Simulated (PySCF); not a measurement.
Cu(Cp)(CNMe), C7H8CuN, singlet (GFN2-xTB optimised geometry):

```
17

Cu     0.795    -0.029     0.000
C      2.956    -0.029     0.000
C      2.495     1.029     0.812
C      1.750     1.909     0.000
C      1.750     1.396    -1.314
C      2.496     0.199    -1.314
H      3.611    -0.826     0.311
H      2.737     1.179     1.851
H      1.324     2.849     0.311
H      1.325     1.876    -2.180
H      2.738    -0.395    -2.180
C     -2.807    -2.284     0.854
N     -1.652    -1.560     0.583
C     -0.686    -0.952     0.354
H     -3.099    -2.849    -0.033
H     -3.611    -1.599     1.130
H     -2.618    -2.974     1.679
```

Level of theory: PBE0/def2-SVP in PySCF.

**Question.** What are the frontier orbital energies and the dipole moment?

**Answer.** HOMO-2 -7.36 eV, HOMO-1 -5.38 eV, HOMO -5.38 eV, LUMO 0.06 eV, LUMO+1 0.06 eV; dipole moment 6.10 D.

On the same geometry PBE/def2-SVP run with PySCF 2.14.0 gives HOMO-2 -5.72 eV, HOMO-1 -4.40 eV, HOMO -4.40 eV, LUMO -0.83 eV, LUMO+1 -0.83 eV; dipole moment 5.41 D.

Meta-Löwdin charges at PBE0/def2-SVP: Cu1 0.72, C2 -0.25, C3 -0.25, C4 -0.25, C5 -0.25, C6 -0.25, H7 0.11, H8 0.11, H9 0.11, H10 0.11, H11 0.11, C12 -0.20, N13 -0.06, C14 -0.14, H15 0.14, H16 0.14, H17 0.14.
